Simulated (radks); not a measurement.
The numbers below are computed, except where a source is named.
Polarisabilities and homonuclear dispersion coefficients (atomic units). Code: a radial shooting solver on a logarithmic mesh with Libxc functionals. Model: scalar-relativistic Kohn-Sham, LDA (Slater exchange, Perdew-Wang correlation), spin-polarised, spherical densities, finite nucleus; open shells are filled with parallel spins first (spin-orbit coupling, left out, can overturn this in heavy ions); Fermi nuclear charge, rms radius of each element as measured or else 0.836 A^(1/3) + 0.57 fm. Response by self-consistent Sternheimer equations with the Hartree and adiabatic LDA kernel, the relativistic mass of each level held fixed and spin-orbit coupling left out. For heavy and open-shell atoms this level of theory can miss by tens of per cent. "Uncoupled" leaves out the induced potential. Quadrupole and octupole values are given only where no p, d or f shell is open.

| species | configuration | alpha1 (bohr^3) | alpha1, uncoupled | C6 |
|---|---|---|---|---|
| Sb+ | [Kr] 4d10 5s2 5p2 | 24.65 | 40.20 | 201.9 |
| Cl3+ | [Ne] 3s2 3p2 | 4.300 | 7.201 | 11.59 |
| Er3+ | [Xe] 4f11 | 5.023 | 9.954 | 25.98 |
| W+ | [Xe] 4f14 5d4 6s1 | 33.44 | 56.41 | 285.1 |
| P+ | [Ne] 3s2 3p2 | 14.35 | 23.23 | 73.68 |
| Ni+ | [Ar] 3d9 | 9.239 | 12.55 | 32.45 |
